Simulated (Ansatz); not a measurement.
Frontier orbitals of CH$_{6}$FNSSi (`CN[SiH](F)S`).

Cartesian coordinates in Å:
```
C 0.1204 -0.9788 1.1791
N -0.1826 -0.7223 -0.2126
Si -0.5470 0.7767 -0.9128
F -0.5615 0.4866 -2.4837
S 0.8676 2.2496 -0.3401
H 0.9343 -1.7028 1.2778
H -0.7424 -1.3553 1.7402
H 0.4485 -0.0537 1.6568
H -0.4074 -1.5446 -0.7505
H -1.8549 1.3970 -0.5972
H 1.9250 1.4477 -0.5571
```

The species carries charge 0 and has multiplicity 1. The structure was optimised at the PBE0-D4/def2-TZVP level. It is one conformer, not always the lowest. Basis def2-TZVPP, the Gaussian-basis code of Ansatz.

Orbital energies of one run (eV). Highest occupied ones, from the top: -6.65, -7.31, -8.92, -9.44, -10.34, -11.00, -11.55, -11.70, -12.13, -12.34, -13.42, -14.71, -18.41, -19.91. Empty: 0.20, 0.58, 1.16, 1.37, 2.26, 2.58.

(1) Which functional gave them?
A. r2SCANh
B. r2SCAN
C. LDA (SPW92)
D. B3LYP

Answers

(1) A. HOMO energies: r2SCANh -6.65, r2SCAN -6.14, LDA (SPW92) -5.98, B3LYP -7.01 eV.

B3LYP here is the variant with VWN-RPA as its local correlation; programs differ in this.
